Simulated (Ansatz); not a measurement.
Geometry optimisation of CH₃BOZn.

```yaml
crystal:
  periodic: [false, false, false]
  atoms:
    - {symbol: B, position_ang: [0.690587, -0.317083, -0.043639]}
    - {symbol: C, position_ang: [-0.693564, 0.190730, -0.503010]}
    - {symbol: O, position_ang: [0.583002, 0.969819, -0.481419]}
    - {symbol: Zn, position_ang: [0.414263, -0.391216, 2.353525]}
    - {symbol: H, position_ang: [1.594409, -1.120747, -0.038779]}
    - {symbol: H, position_ang: [-1.070884, 0.018526, -1.528284]}
    - {symbol: H, position_ang: [-1.456612, 0.582071, 0.195907]}
basis:
  gaussian: {orbitals: def2-TZVP}
hamiltonian: {xc: pbe0, dispersion: d4}
relax: {f_tol: 0.005, max_steps: 150}
```

```sh
$ ansatz run in.yaml --threads 2 --pin off --events-out ev --progress --plain --max-ram 4352MiB
```

Shortened log:

```
Functional definition: PBE0
mean field -52218.38336205 eV, -1918.9901936637 hartree, gradient 2.4e-5 eV, S^2 0.000000; 0 other end points of the search recorded, 0 dependent functions left out
relax step   1: F+E_penalty+E_count = -52218.51094182 eV  Δ(F+E_penalty+E_count) = +0.000e0 eV  max|allowed force component| = 7.236e-1 eV/Å  Δτ_max = 0.0000 Å  (30 SCF iters, accepted)
mean field -52218.43727299 eV, -1918.9921748545 hartree, gradient 1.7e-5 eV, S^2 0.000000; 0 other end points of the search recorded, 0 dependent functions left out
relax step   2: F+E_penalty+E_count = -52218.56300715 eV  Δ(F+E_penalty+E_count) = -5.207e-2 eV  max|allowed force component| = 5.869e-1 eV/Å  Δτ_max = 0.0868 Å  (32 SCF iters, accepted)
mean field -52218.48691329 eV, -1918.9939991018 hartree, gradient 8.8e-6 eV, S^2 0.000000; 0 other end points of the search recorded, 0 dependent functions left out
relax step   3: F+E_penalty+E_count = -52218.60934915 eV  Δ(F+E_penalty+E_count) = -4.634e-2 eV  max|allowed force component| = 2.913e-1 eV/Å  Δτ_max = 0.1377 Å  (34 SCF iters, accepted)
mean field -52218.51926553 eV, -1918.9951880246 hartree, gradient 2.5e-5 eV, S^2 0.000000; 0 other end points of the search recorded, 0 dependent functions left out
relax step   4: F+E_penalty+E_count = -52218.63776279 eV  Δ(F+E_penalty+E_count) = -2.841e-2 eV  max|allowed force component| = 1.467e-1 eV/Å  Δτ_max = 0.1448 Å  (31 SCF iters, accepted)
mean field -52218.52876846 eV, -1918.9955372509 hartree, gradient 1.5e-5 eV, S^2 0.000000; 0 other end points of the search recorded, 0 dependent functions left out
relax step   5: F+E_penalty+E_count = -52218.64493012 eV  Δ(F+E_penalty+E_count) = -7.167e-3 eV  max|allowed force component| = 1.894e-1 eV/Å  Δτ_max = 0.0817 Å  (32 SCF iters, accepted)
mean field -52218.53513975 eV, -1918.9957713916 hartree, gradient 1.6e-5 eV, S^2 0.000000; 0 other end points of the search recorded, 0 dependent functions left out
relax step   6: F+E_penalty+E_count = -52218.64789439 eV  Δ(F+E_penalty+E_count) = -2.964e-3 eV  max|allowed force component| = 2.358e-1 eV/Å  Δτ_max = 0.1097 Å  (32 SCF iters, accepted)
mean field -52218.53680845 eV, -1918.9958327150 hartree, gradient 9.5e-6 eV, S^2 0.000000; 0 other end points of the search recorded, 0 dependent functions left out
relax step   7: F+E_penalty+E_count = -52218.64947275 eV  Δ(F+E_penalty+E_count) = -1.578e-3 eV  max|allowed force component| = 9.579e-2 eV/Å  Δτ_max = 0.0177 Å  (34 SCF iters, accepted)
mean field -52218.53775175 eV, -1918.9958673808 hartree, gradient 1.0e-5 eV, S^2 0.000000; 0 other end points of the search recorded, 0 dependent functions left out
relax step   8: F+E_penalty+E_count = -52218.64991294 eV  Δ(F+E_penalty+E_count) = -4.402e-4 eV  max|allowed force component| = 1.243e-1 eV/Å  Δτ_max = 0.0152 Å  (35 SCF iters, accepted)
mean field -52218.53926122 eV, -1918.9959228527 hartree, gradient 1.0e-5 eV, S^2 0.000000; 0 other end points of the search recorded, 0 dependent functions left out
relax step   9: F+E_penalty+E_count = -52218.65033719 eV  Δ(F+E_penalty+E_count) = -4.242e-4 eV  max|allowed force component| = 2.164e-2 eV/Å  Δτ_max = 0.0327 Å  (34 SCF iters, accepted)
mean field -52218.53976121 eV, -1918.9959412269 hartree, gradient 1.0e-5 eV, S^2 0.000000; 0 other end points of the search recorded, 0 dependent functions left out
relax step  10: F+E_penalty+E_count = -52218.65039232 eV  Δ(F+E_penalty+E_count) = -5.513e-5 eV  max|allowed force component| = 4.454e-3 eV/Å  Δτ_max = 0.0129 Å  (35 SCF iters, accepted)
mean field -52218.53976121 eV, -1918.9959412269 hartree, gradient 1.0e-5 eV, S^2 0.000000; 1 other end points of the search recorded, 0 dependent functions left out
Total energy: -52218.65042348 eV, -1919.0000079903 hartree
Atom 0 at     0.702666    -0.323284    -0.312640 Å, force    -0.001843     0.003819    -0.000089 eV/Å
Atom 1 at    -0.692126     0.184967    -0.601353 Å, force    -0.004296     0.000427    -0.004412 eV/Å
Atom 2 at     0.581706     0.970097    -0.597207 Å, force     0.003415    -0.004454     0.001681 eV/Å
Atom 3 at     0.402375    -0.425410     2.965448 Å, force     0.000387    -0.000469     0.000635 eV/Å
Atom 4 at     1.581062    -1.085899    -0.095153 Å, force     0.002652     0.000466     0.000123 eV/Å
Atom 5 at    -1.138708     0.119979    -1.589654 Å, force    -0.000009    -0.000577     0.001658 eV/Å
Atom 6 at    -1.375774     0.491650     0.184860 Å, force    -0.000306     0.000787     0.000405 eV/Å
Dipole moment:    -0.133431    -0.213202     0.083593 e Å
```

Hardware: 2 threads of an Arm Neoverse V2 on a shared host. Wall time 43 s, peak host memory 0.36 GiB.
